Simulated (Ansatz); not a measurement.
Input for Ansatz (an electronic-structure program): U-B97M-V/def2-TZVPP on CoAs, 2S+1 = 5, a spin state set in the input, which need not be the lowest, a point of a bond scan (R = 2.253 Å).

Ansatz 0.2 input:
```yaml
crystal:
  periodic: [false, false, false]
  atoms:
    - {symbol: Co, position_ang: [0.00000000, 0.00000000, 0.00000000]}
    - {symbol: As, position_ang: [0.00000000, 0.00000000, 2.25317300]}
basis:
  gaussian:
    orbitals: def2-TZVPP
    pivot_positions_ang: [[0.00000000, 0.00000000, 0.00000000], [0.00000000, 0.00000000, 2.25317300]]
hamiltonian:
  xc: {name: B97M-V}
magnetization: {spin_polarized: true, initial_magnetization: 4}
output: {forces: true, orbitals: {seedname: ./end}}
```

### Question
Give the final energy of this run.

### Answer
-3617.8951 hartree.

### Question
How many basis functions does it have, and what does it roughly cost on one machine?

### Answer
112 functions; about 26 core-seconds (a rough figure).
